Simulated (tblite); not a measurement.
Input of a run (GFN2-xTB geometry optimisation, gas phase (tblite 0.8.0)), started from a force field or distance geometry:
```
{"job": {"kind": "relax", "xc": "GFN2-xTB", "basis": "xTB"}, "charge": 0, "multiplicity": 2}
F     -1.467400     2.047500     0.874000
C     -1.951900     0.803000     0.560000
F     -3.247400     0.503500     0.672200
C     -1.124700    -0.169800     0.154600
F     -1.633600    -1.416900    -0.125200
C      0.338700     0.018500     0.010700
C      1.156800    -0.895100     0.883600
S      2.912900    -0.546100     0.607700
H      0.646700    -0.059000    -1.033200
H      0.510800     1.079900     0.350100
H      0.889400    -1.963600     0.770200
H      2.971000     0.597300    -0.221300
```

Output (eV, eV/Å):
```
step      E/eV     max force
  0    -759.65703    1.972
  1    -759.85975    1.478
  2    -760.06030    0.999
  3    -760.11949    1.028
  4    -760.18281    0.671
  5    -760.21889    0.661
  6    -760.24664    0.369
  7    -760.25522    0.270
  8    -760.26491    0.275
  9    -760.27268    0.266
 10    -760.27947    0.206
 11    -760.28441    0.163
 12    -760.28919    0.203
 13    -760.29465    0.256
 14    -760.29958    0.210
 15    -760.30316    0.188
 16    -760.30652    0.161
 17    -760.31061    0.178
 18    -760.31506    0.174
 19    -760.31823    0.122
 20    -760.31996    0.115
 21    -760.32158    0.115
 22    -760.32440    0.166
 23    -760.32896    0.211
 24    -760.33392    0.185
 25    -760.33684    0.097
 26    -760.33806    0.094
 27    -760.33871    0.097
 28    -760.33964    0.089
 29    -760.34057    0.109
 30    -760.34117    0.060
 31    -760.34150    0.054
 32    -760.34176    0.045
 33    -760.34194    0.039
 34    -760.34203    0.032
 35    -760.34209    0.026
 36    -760.34216    0.028
 37    -760.34227    0.036
 38    -760.34242    0.043
 39    -760.34263    0.043
 40    -760.34295    0.048
 41    -760.34349    0.068
 42    -760.34433    0.075
 43    -760.34540    0.084
 44    -760.34642    0.075
 45    -760.34731    0.072
 46    -760.34807    0.081
 47    -760.34864    0.054
 48    -760.34908    0.049
 49    -760.34952    0.061
 50    -760.35008    0.089
 51    -760.35082    0.101
 52    -760.35162    0.081
 53    -760.35237    0.074
 54    -760.35301    0.087
 55    -760.35365    0.115
 56    -760.35448    0.085
 57    -760.35613    0.083
 58    -760.35683    0.074
 59    -760.35762    0.088
 60    -760.35817    0.073
 61    -760.35857    0.056
 62    -760.35897    0.057
 63    -760.35922    0.059
 64    -760.35951    0.047
 65    -760.35983    0.051
 66    -760.36011    0.056
 67    -760.36047    0.060
 68    -760.36069    0.035
 69    -760.36083    0.034
 70    -760.36096    0.042
 71    -760.36108    0.038
 72    -760.36125    0.024
 73    -760.36134    0.023
 74    -760.36146    0.032
 75    -760.36156    0.034
 76    -760.36175    0.038
 77    -760.36207    0.082
 78    -760.36274    0.117
 79    -760.36346    0.133
 80    -760.36577    0.227
 81    -760.36696    0.129
 82    -760.35514    0.665
 83    -760.36824    0.159
 84    -760.36771    0.122
 85    -760.36990    0.095
 86    -760.37066    0.198
 87    -760.37188    0.177
 88    -760.37439    0.092
 89    -760.37438    0.365
 90    -760.37677    0.179
 91    -760.37782    0.154
 92    -760.37879    0.122
 93    -760.37942    0.119
 94    -760.38015    0.078
 95    -760.38142    0.067
 96    -760.38337    0.109
 97    -760.38592    0.272
 98    -760.39278    0.252
 99    -760.39984    0.279
100    -760.36352    0.959
101    -760.40827    0.324
102    -760.41193    0.221
103    -760.41480    0.488
104    -760.42005    0.137
105    -760.42321    0.148
106    -760.43014    0.254
107    -760.43163    0.083
108    -760.43255    0.076
109    -760.43436    0.090
110    -760.43533    0.088
111    -760.43612    0.102
112    -760.43667    0.103
113    -760.43727    0.087
114    -760.43849    0.078
115    -760.44030    0.078
116    -760.44217    0.110
117    -760.44357    0.123
118    -760.44470    0.107
119    -760.44549    0.085
120    -760.44654    0.056
121    -760.44735    0.063
122    -760.44798    0.061
123    -760.44846    0.051
124    -760.44885    0.041
125    -760.44907    0.039
126    -760.44932    0.041
127    -760.44973    0.052
128    -760.45036    0.048
129    -760.45117    0.066
130    -760.45200    0.045
131    -760.45286    0.056
132    -760.45362    0.065
133    -760.45450    0.064
134    -760.45504    0.048
135    -760.45521    0.022
136    -760.45527    0.028
137    -760.45531    0.013
138    -760.45533    0.016
139    -760.45535    0.008
```

Q: Summarise the run.

A: The energy falls by 0.798 eV over 139 L-BFGS steps, the largest force on an atom goes from 1.97 to 0.008 eV/Å, and the atoms move by 0.951 Å rms after alignment. The bond that changes most is C7–S8 (ends: carbon bonded to C, S and H; sulfur bonded to C and H), which shortens by 0.095 Å. Bonds longer at the end by more than 0.005 Å: 1 of 11; shorter: 9. Among the angles that change most is C6–C7–S8, from 108.8° to 121.8°. Among the dihedrals that turn most is H9–C6–C7–S8, from 54° to 163°. The energy rose by more than 1e-5 eV at steps 82, 84 and 100. The first step brought 25 % of the lowering.

Q: What are the final bond lengths?

A: F1–C2 1.334 Å, C2–F3 1.325 Å, C2=C4 1.329 Å, C4–F5 1.345 Å, C4–C6 1.505 Å, C6–C7 1.490 Å, C7–S8 1.716 Å, C6–H9 1.092 Å, C6–H10 1.092 Å, C7–H11 1.075 Å, S8–H12 1.337 Å. Numbering counts from 1 in the input's order; the species is `FC(C[CH]S)=C(F)F` [radical].

Time: 1.3 s. Hardware: an AMD EPYC with one thread, no GPU, on a shared host.

Its GFN2-xTB frequencies are all real (lowest 45 cm⁻¹).

One conformer stands for the species.

The numbers are calculated, not measured.
